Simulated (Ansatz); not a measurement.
CH4BNOSi (`OB1C=N[SiH2]1`). Total charge 0; spin multiplicity 1. Geometry: relaxed with PBE0-D4/def2-TZVP. It is one conformer, not always the lowest.

```xyz
9

O     0.773    1.733   -1.010
B     0.353    0.608   -0.418
C     0.917   -0.867   -0.517
N     0.175   -1.612    0.236
Si   -0.951   -0.326    0.821
H     0.257    2.512   -0.786
H     1.755   -1.309   -1.072
H    -0.910   -0.154    2.301
H    -2.369   -0.584    0.444
```

(1) What is the dipole moment at B3LYP/def2-TZVPP? (An estimate is asked.)

(2) And with PBE, r2SCAN, ωB97M-V? (An estimate is asked.)

(3) Give the Mulliken charges with B3LYP, PBE, r2SCAN in def2-TZVPP. (An estimate is asked.)

Answers

(1) Ansatz gave: 3.04 D, with components (-0.43, 2.99, -0.36) D in this frame, pointing from negative to positive charge.

(2) The calculation gave: PBE 2.95 D, r2SCAN 3.00 D, ωB97M-V 3.09 D.

(3) The calculation gave: 
| atom | B3LYP | PBE | r2SCAN |
| --- | --- | --- | --- |
| O1 | -0.24 | -0.20 | -0.27 |
| B2 | 0.12 | 0.06 | 0.10 |
| C3 | -0.02 | 0.00 | 0.08 |
| N4 | -0.27 | -0.21 | -0.31 |
| Si5 | 0.25 | 0.19 | 0.30 |
| H6 | 0.22 | 0.22 | 0.23 |
| H7 | 0.09 | 0.07 | 0.04 |
| H8 | -0.08 | -0.07 | -0.09 |
| H9 | -0.08 | -0.07 | -0.09 |

B3LYP here is the variant with VWN-RPA as its local correlation; programs differ in this.
